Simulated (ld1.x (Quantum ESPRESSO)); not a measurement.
# cerium: from the effect back to the setting (TM semilocal)

Base potential:

| Quantity | Value |
| --- | --- |
| Element | cerium |
| Generator | ld1.x (Quantum ESPRESSO) 7.5 |
| Type | norm-conserving Troullier–Martins (semilocal form) |
| Functional | LDA (PZ) |
| Relativity | scalar-relativistic |
| Frozen core | [Kr] 4d10 |
| Valence charge | 12 |
| Reference configuration | 4f1 5s2 5p6 5d1 6s0 6p0 (charge +2) |
| Partial waves | 5s (bound): rc 2.60 bohr; 5p (bound): rc 2.00 bohr; 4f (bound): rc 1.25 bohr; 5d (bound): rc 2.60 bohr |
| Local potential | the d channel |
| Core correction | Bessel-smoothed model core, default radius (core density twice the valence density) |

Cutoffs, loose and tight: the cutoffs (Ry, on a coarse ladder) from which the occupation-weighted sum of valence levels, in a spherical-Bessel basis at the reference potential, stays within 10 and 1 mRy of its value at 400 Ry. They do not see the model core or the augmentation charge, which bear on the density cutoff. Test errors are all-electron minus pseudo excitation energies from the reference, over the configurations 4f1 5s2 5p6 5d1 6s2 6p0; 4f1 5s2 5p6 5d1 6s1 6p0; 4f1 5s2 5p6 5d0 6s0 6p0; 4f1 5s2 5p6 5d0 6s2 6p0; 4f1 5s2 5p5 5d1 6s2 6p0; 4f0 5s2 5p6 5d2 6s2 6p0; 4f1 5s2 5p6 5d1 6s1 6p1 (two spin-polarised tests are not counted in the largest error); variants that change the core or the reference have their own tests. The largest error is taken over the tests solved by every variant that gives reliable tests at all, those not shown here included: 4f0 5s2 5p6 5d2 6s2 6p0; 4f1 5s2 5p5 5d1 6s2 6p0; 4f1 5s2 5p6 5d0 6s0 6p0; 4f1 5s2 5p6 5d0 6s2 6p0; 4f1 5s2 5p6 5d1 6s1 6p0.

Only the f radius is moved (1 further runs of the sweep failed or gave no value and are left out):

```tsv
f radius (bohr)	cutoff, loose	cutoff, tight	bound ghosts	largest test error (meV)
0.96	260 Ry	300 Ry	none	+4889
1.08	230 Ry	260 Ry	none	+4888
1.18	200 Ry	230 Ry	none	+4887
1.38	160 Ry	200 Ry	none	+4885
1.62	120 Ry	140 Ry	none	+4883
1.72	110 Ry	140 Ry	none	+4882
1.86	100 Ry	120 Ry	none	+4881
```

Q: One more run gave cutoff, loose: 140 Ry; cutoff, tight: 160 Ry; bound ghosts: none; largest test error (meV): +4884. Which value of the f radius was used?

A: 1.46 bohr. The loose cutoff moves one way along this sweep, from 260 Ry at 0.96 to 100 Ry at 1.86 bohr, which places the run between 1.38 and 1.62 bohr.
